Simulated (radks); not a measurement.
All-electron atom: Ti XXI in [He]. Calculated with a radial shooting solver on a logarithmic mesh with Libxc functionals: Dirac Kohn-Sham, PBEsol, spin-unpolarised, spherical densities, finite nucleus; Fermi nuclear charge, rms radius 3.5921 fm.

Normalised radial functions P(r) = r R(r) (large component), r in bohr:

r	1s1/2	2s1/2	2p1/2
0.002521	0.5030	0.1736	0.0037
0.002775	0.5499	0.1898	0.0043
0.003055	0.6008	0.2074	0.0051
0.003362	0.6561	0.2264	0.0060
0.003701	0.7159	0.2470	0.0071
0.004074	0.7806	0.2693	0.0084
0.004485	0.8505	0.2933	0.0100
0.004936	0.9258	0.3191	0.0118
0.005434	1.0067	0.3469	0.0140
0.005981	1.0936	0.3766	0.0166
0.006584	1.1864	0.4084	0.0198
0.007247	1.2854	0.4422	0.0235
0.007978	1.3907	0.4780	0.0279
0.008781	1.5022	0.5158	0.0332
0.009666	1.6197	0.5554	0.0394
0.01056	1.7325	0.5933	0.0462
0.01162	1.8607	0.6361	0.0549
0.01279	1.9937	0.6802	0.0651
0.01408	2.1308	0.7250	0.0773
0.0155	2.2708	0.7702	0.0916
0.01706	2.4125	0.8151	0.1084
0.01878	2.5542	0.8589	0.1281
0.02067	2.6941	0.9006	0.1513
0.02275	2.8299	0.9392	0.1783
0.02504	2.9590	0.9732	0.2098
0.02757	3.0785	1.0011	0.2463
0.03035	3.1853	1.0212	0.2884
0.0334	3.2759	1.0314	0.3368
0.03677	3.3467	1.0298	0.3921
0.04047	3.3941	1.0139	0.4550
0.04455	3.4147	0.9814	0.5260
0.04904	3.4052	0.9299	0.6056
0.05398	3.3629	0.8570	0.6941
0.05942	3.2859	0.7608	0.7915
0.06541	3.1732	0.6395	0.8976
0.072	3.0252	0.4922	1.0117
0.07925	2.8435	0.3186	1.1327
0.08724	2.6314	0.1197	1.2587
0.09603	2.3938	-0.1023	1.3873
0.1057	2.1370	-0.3435	1.5153
0.1164	1.8687	-0.5984	1.6388
0.1281	1.5973	-0.8596	1.7532
0.141	1.3316	-1.1181	1.8531
0.1552	1.0800	-1.3634	1.9330
0.1708	0.8498	-1.5839	1.9871
0.188	0.6467	-1.7680	2.0100
0.207	0.4744	-1.9045	1.9973
0.226	0.3447	-1.9802	1.9518
0.2488	0.2332	-2.0029	1.8645
0.2739	0.1502	-1.9610	1.7396
0.3015	0.0918	-1.8572	1.5816
0.3318	0.0528	-1.6991	1.3975
0.3653	0.0285	-1.4986	1.1969
0.4021	0.0143	-1.2713	0.9904
0.4426	0.0067	-1.0344	0.7892
0.4872	0.0028	-0.8045	0.6032
0.5363	0.0011	-0.5958	0.4404
0.5903	0.0004	-0.4184	0.3058
0.6498	0.0001	-0.2772	0.2008
0.7153	0.0000	-0.1724	0.1241
0.7873	0.0000	-0.1000	0.0717
0.8667	0.0000	-0.0537	0.0385
0.954	0.0000	-0.0266	0.0190

1s1/2: eigenvalue -6109.7 eV, 0 radial nodes, <r> = 0.0689 bohr, 90 % of the charge inside 0.123 bohr. 2s1/2 (empty): eigenvalue -1448.9 eV, 1 radial node at r = 0.0920 bohr, <r> = 0.283 bohr, 90 % of the charge inside 0.432 bohr. 2p1/2 (empty): eigenvalue -1418.8 eV, 0 radial nodes, <r> = 0.239 bohr, 90 % of the charge inside 0.384 bohr.
